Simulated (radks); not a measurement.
Values are calculated unless marked as measured or tabulated.
Question: The mean radii <r> (bohr) of the occupied orbitals of an atom or ion are listed with their occupations. Level of theory: scalar-relativistic Kohn-Sham, BLYP, spin-polarised, spherical densities, point nucleus (a radial shooting solver on a logarithmic mesh with Libxc functionals).

orbital  occ.      <r>
1s up       1  0.04149
1s down     1  0.04149
2s up       1   0.1825
2s down     1   0.1824
2p up       3   0.1592
2p down     3   0.1591
3s up       1   0.4777
3s down     1   0.4783
3p up       3   0.4712
3p down     3   0.4719
3d up       1   0.4323

Name the element and its charge. Open shells, if any, are filled with parallel spins first.

Answer: Z = 36, krypton, charge +17: Kr17+ in [Ar] 3d1. The 1s radius gives Z: for a bare nucleus <r> = (2 gamma + 1)/(2Z) with gamma = sqrt(1 - (Z/c)^2), 0.04069 bohr for Z = 36, and screening makes it slightly larger (0.04149 here). The occupations add up to 19, and the charge is Z minus that.
